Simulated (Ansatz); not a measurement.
Compare A (`ClCCI`) with its isomer B (`CC(Cl)I`).

Calculated with Ansatz (gas phase, PBE0-D4/def2-TZVP geometries, no zero-point term in ΔE). CCSD(T)/CBS adds triple-zeta CCSD(T) − MP2 to the extrapolated MP2 energy (def2 sets, frozen cores). Functionals use def2-TZVPP. B3LYP here is the variant with VWN-RPA as its local correlation; programs differ in this. def2 core potentials past Kr. For I outer-core shells are correlated without core-valence functions, which leaves a few kJ/mol of doubt a bond. One conformer a species, not always the lowest.

Q: Which is lower in electronic energy at CCSD(T)/CBS, and by how much? (Best estimate.)

A: Ansatz gave: A, by 2.3 kcal/mol.

Q: Give E(B) − E(A) in kcal/mol with B3LYP, PBE-D4, B3LYP-D4, CCSD/def2-TZVPP, MP2/def2-TZVPP, ωB97M-V, B2PLYP. (Best estimate.)

A: The calculation gave: B3LYP 3.1, PBE-D4 1.8, B3LYP-D4 2.4, CCSD/def2-TZVPP 3.1, MP2/def2-TZVPP 1.9, ωB97M-V 2.4, B2PLYP 2.7. None reverses the order clearly.

Largest T1 diagnostic: 0.009.

The D4 term adds −0.7 kcal/mol with B3LYP and −0.3 kcal/mol with PBE0; it sums over pairs of atoms, weighted by their polarisabilities, and B3LYP, whose exchange is more repulsive, gets the larger term. In def2-TZVPP, CCSD(T) changes the Hartree–Fock value by −2.4 kcal/mol (the triples alone add −0.4 kcal/mol) and MP2 by −3.2 kcal/mol.
